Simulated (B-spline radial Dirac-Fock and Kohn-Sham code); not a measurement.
Auger decay of the L1 hole in Ru⁴⁺

System: Ru⁴⁺, configuration [Kr] 4d4, inside a Watson sphere of charge -4 and radius 1.8 Å (a model of the Madelung potential; inside it an electron's potential energy is raised by 32.0 eV).

The run's input, task.json:

```json
{"items": [{
  "Z": 44,
  "q": 4,
  "cfg": [[1, 0, 2], [2, 0, 2], [2, 1, 6], [3, 0, 2], [3, 1, 6], [3, 2, 10], [4, 0, 2], [4, 1, 6], [4, 2, 4]],
  "A": 102,
  "rrms": 4.4809,
  "watson": [-4, 1.8],
  "do": ["binding", "quiet", "decay"],
  "holes": ["K", "L1", "L2", "L3", "M1", "M2", "M3", "M4", "M5", "N1", "N2", "N3"]
}]}
```

Run with: `python xray_run.py task.json out`

Calculated with an atomic code on a B-spline grid, using independent-particle rates on relativistic LDA orbitals of the hole state (multipoles up to L = 3, Coulomb Auger matrix elements, transition energies from Dirac-Fock). Kinetic energies are configuration averages from the vacuum level; the two-hole energies are estimated from single-hole states.

```csv
transition,kinetic energy (eV),width (meV),share (%)
L1-L3M4,21.40,1490,25.3
L1-L3M5,27.35,2260,38.3
L1-L2N1,127.6,146,2.5
L1-L2N2,162.7,92.5,1.6
L1-L2N3,166.3,125,2.1
L1-L2N5,216.6,26.5,0.4
L1-L3N1,256.6,222,3.8
L1-L3N2,291.3,94.7,1.6
L1-L3N3,295.5,190,3.2
L1-L3N4,345.1,57.8,1.0
L1-L3N5,345.7,77.0,1.3
L1-M1M1,1978.8,38.1,0.6
L1-M1M2,2087.4,74.9,1.3
L1-M1M3,2110.4,142,2.4
L1-M1M4,2285.6,112,1.9
L1-M1M5,2289.9,160,2.7
L1-M2M5,2390.7,39.3,0.7
L1-M3M4,2409.8,32.1,0.5
L1-M3M5,2416.2,22.9,0.4
L1-M1N3,2548.0,23.9,0.4
L1-M4M5,2591.8,226,3.8
L1-M5M5,2596.5,63.0,1.1
L1-M3N1,2633.9,18.9,0.3
L1-M5N1,2818.0,20.5,0.3
```

Coster-Kronig rates are the weakest part of this model and often come out 1.5 to 2.5 times too large. The listed channels hold 98 % of the non-radiative rate. Summed by principal shells, of 5.90 eV in all: LLM 63.6 %, LLN 17.7 %, LMM 15.7 %, LMN 2.9 %.
